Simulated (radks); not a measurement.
The nitrogen ion N3+, configuration [He] 2s2.

Calculated with a radial shooting solver on a logarithmic mesh with Libxc functionals: scalar-relativistic Kohn-Sham, LDA (Slater exchange, Perdew-Wang correlation), spin-polarised, spherical densities, finite nucleus; Fermi nuclear charge, rms radius 2.5582 fm.

Energy parts (eV):
| part | energy |
|---|---|
| total | -1381.027 |
| kinetic | 1377.337 |
| electron-nucleus | -3020.836 |
| Hartree | 391.614 |
| exchange-correlation | -129.142 |

Orbitals (lengths in bohr, moments of r in powers of bohr; <r^-3> diverges for s and p1/2; r(max) is where P^2 peaks; r(90%) holds 90 % of the orbital's charge):
| orbital | occ. | eigenvalue (eV) | <r^-3> | r(max) | r(90%) |
|---|---|---|---|---|---|
| 1s | 2 | -447.5545 | - | 0.1491 | 0.413 |
| 2s | 2 | -67.7942 | - | 0.9247 | 1.71 |
| 2p | 0 | -57.1329 | 5.721 | 0.8009 | 1.68 |
| 3s | 0 | -22.2536 | - | 2.663 | 4.20 |

The highest occupied level is 2s at -67.794 eV. The density falls to 0.001 e/bohr^3 at r = 2.42 bohr. The electron density at the nucleus is 213.7 e/bohr^3 (large components only). For comparison, the ionisation energy in NIST's Atomic Spectra Database is 77.474 eV (measured). In exact Kohn-Sham theory the highest level is minus the ionisation energy, but local and semilocal functionals leave it too shallow, through self-interaction and a potential that decays too fast; potentials with the right tail come closer. Summed over all electrons, <r^2> = 3.033 bohr^2, which gives a Langevin (diamagnetic) susceptibility term of -2.4 x 10^-6 cm^3/mol.
